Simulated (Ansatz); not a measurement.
Consider the formal exchange of groups at the Si–C bond: `N=C(O)[SiH3]` + `FC1C[SiH2]1` → `F[C@H]1C[Si@H]1[SiH3]` + `N=CO`.

Gas-phase electronic energies from Ansatz, PBE0-D4/def2-TZVP geometries. CBS: MP2 limit from def2 TZ/QZ plus the TZ coupled-cluster correction, frozen cores. This one scheme is used for every species. Functionals use def2-TZVPP. B3LYP here is the variant with VWN-RPA as its local correlation; programs differ in this. Each species was taken in one conformer, which may not be the lowest.

```csv
level,ΔE (kcal/mol)
B3LYP,-5.8
CCSD/def2-TZVPP,-6.2
```

(1) What does CCSD(T)/CBS give? (An estimate is asked.)

Largest T1 diagnostic among the species: 0.014.

Results:

(1) Ansatz gave: -6.0 kcal/mol. The listed levels differ from it by 0.2, -0.2 kcal/mol.

In def2-TZVPP, CCSD(T) changes the Hartree–Fock value by −1.5 kcal/mol (the triples alone add −0.2 kcal/mol) and MP2 by −0.8 kcal/mol.
